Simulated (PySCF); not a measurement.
## Continuum solvent and chemical shifts

Atoms are numbered as in `[CH3:1][O:2][BH:3][S:4][CH3:5]` (H(Xn): hydrogen on atom n).

GIAO PBE0/pcSseg-1 in PySCF 2.14 on one PBE0-D3(BJ)/def2-SVP conformer, non-relativistic, equivalent nuclei averaged. Solvents enter as an IEF-PCM continuum (chloroform with ε = 4.7, acetone with ε = 20.5) around the gas-phase geometry. Shifts are referred to TMS, BF3·OEt2, CS2 computed in the same medium.

Gas phase, δ in ppm: C1 56.2, C5 14.9, B3 45.8, S4 -48.0, H(B3) 5.56, H(C1) 3.82, H(C5) 2.07. Dipole moment 0.60 D.

Question: How does each δ change in the continuum?

Answer: 
```json
{"atoms": "C1", "environment": "methyl carbon bonded to O", "Δδ, chloroform": "+1.2", "Δδ, acetone": "+1.6"}
{"atoms": "C5", "environment": "methyl carbon bonded to S", "Δδ, chloroform": "+0.2", "Δδ, acetone": "+0.3"}
{"atoms": "B3", "environment": "boron bonded to O, S, H", "Δδ, chloroform": "+0.5", "Δδ, acetone": "+0.7"}
{"atoms": "S4", "environment": "sulfur bonded to C, B", "Δδ, chloroform": "-7.5", "Δδ, acetone": "-9.9"}
{"atoms": "H(B3)", "environment": "hydrogen on a boron bonded to O, S", "Δδ, chloroform": "-0.05", "Δδ, acetone": "-0.06"}
{"atoms": "H(C1)", "environment": "hydrogen on a methyl carbon bonded to O", "Δδ, chloroform": "+0.09", "Δδ, acetone": "+0.12"}
{"atoms": "H(C5)", "environment": "hydrogen on a methyl carbon bonded to S", "Δδ, chloroform": "+0.11", "Δδ, acetone": "+0.15"}
```

Changes are relative to the gas phase. The dipole moment becomes 0.68 D in chloroform, 0.71 D in acetone.

Question: Which nuclei move most (in ppm), and what does the model miss?

Answer: S4 (sulfur bonded to C, B, -9.9 ppm) in acetone. A continuum only polarises the solute; specific hydrogen bonds, the anisotropy of aromatic solvents and changes of geometry or conformer are outside it.
